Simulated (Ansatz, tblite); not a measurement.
Forces on PtO2⁻ at its r2SCAN-D4/def2-TZVPD geometry. The state is a doublet with charge -1.

In the def2 sets Pt takes a core potential; there is no spin–orbit coupling. The xTB rows come from tblite. LC-ωPBE has ω = 0.4 bohr⁻¹. At LC-ωPBE/def2-TZVPD the program marks the result for the charge -1 doublet as doubtful (asymmetric forces). The structure comes from a short search, and lower isomers may exist.

GFN1-xTB (tblite), largest force 1.91 eV/Å:

```xyz
3
positions Å, forces eV/Å
Pt    0.000    0.000    0.000    0.000    0.000    0.000
O     0.548   -1.665    0.237   -0.592    1.799   -0.257
O    -0.548    1.665   -0.237    0.592   -1.799    0.257
```

GFN2-xTB (tblite), largest force 1.48 eV/Å:

```
Pt 0.000 0.000 0.000
O -0.457 1.389 -0.198
O 0.457 -1.389 0.198
```

LC-ωPBE/def2-TZVPD (Ansatz), largest force 1.20 eV/Å:

```
Pt 0.012 -0.035 0.005
O -0.372 1.130 -0.161
O 0.360 -1.095 0.156
```
